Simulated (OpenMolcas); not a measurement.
# Kr4+: the spin-orbit constant, Slater's ratio, worked from levels

```
Program             : OpenMolcas 26.06
Basis               : ANO-RCC-VQZP [7s6p4d2f1g]
Scalar Hamiltonian  : DKH2, point nucleus
Active space        : 4 electrons in 8 orbitals (4s 4p 5s 5p)
State averaging     : 2S+1 = 3 even, 3 roots; 2S+1 = 1 even, 11 roots; 2S+1 = 5 odd, 1 root; 2S+1 = 3 odd, 9 roots; 2S+1 = 1 odd, 8 roots
Spin-orbit coupling : state interaction with AMFI integrals over the reference wave functions, term energies averaged over their components
```

Methods: CASSCF; MS-CASPT2, IPEA 0.25 Eh, imaginary shift 0.1 Eh (closed shells correlated: 3d). Measured levels: Saloman, J. Phys. Chem. Ref. Data 36, 215 (2007).

**The spin-orbit constant.** For the Hund term 3P of p2, E(J) = (A/2) J(J+1) + constant and ζ = 2S·A = 2A. From J = 0 to J = 2 the energy changes by 3 A.

| Source | E(2) - E(0) | A | ζ |
| --- | --- | --- | --- |
| CASSCF | 6989.2 | 2329.7 | 4659 |
| MS-CASPT2 | 6794.6 | 2264.9 | 4530 |
| measured | 7595.3 | 2531.8 | 5064 |

All in cm-1. MS-CASPT2 is off by -10.5 % and CASSCF by -8.0 %. Both methods take the spin-orbit matrix elements from the reference wave functions, so the second can move ζ only through the term energies and any multistate remixing. Second-order mixing with other terms is absorbed into this ζ.

**Slater's ratio.** With one set of orbitals, p2 has 1D - 3P = 6 F2 and 1S - 1D = 9 F2 (F2 = F²/25), a ratio of 3/2. Term energies are centres of gravity, weighted by 2J + 1.

```
   Source  1D - 3P  1S - 3P  F2 from the first  Ratio
   CASSCF    16813    32153               2802  0.912
MS-CASPT2    14299    33551               2383  1.346
 measured    14256    33737               2376  1.367
```

Energies in cm-1. A ratio away from 3/2 shows effects beyond one configuration with one set of orbitals, and in heavier atoms second-order spin-orbit shifts. In CASSCF the valence s occupation is 1.93 in 1S against 1.98 in 1D: mixing out of s² acts most on 1S and pulls it down.

CASPT2 does not keep the components of a term degenerate, so their means are used; among the terms shown or strongly mixed into the levels shown the widest spread is 56 cm-1 (4s2 4p2 1D, MS-CASPT2). Over all roots computed the reference weight is 0.86 to 0.98 in MS-CASPT2; the roots of lowest weight are the least certain, and an intruder state may touch them. Active for correlation alone: 5p 5s; no level in the range computed is led by a configuration that fills them, so any true level of that kind is missing. Measured partners are found by configuration, term and J. A level has none where our copy of the source lacks it or the pairing is in doubt (some pairs that miss far off the trend of their configuration count as doubtful), and it then counts in no deviation. Levels of configurations outside the active space are missing.
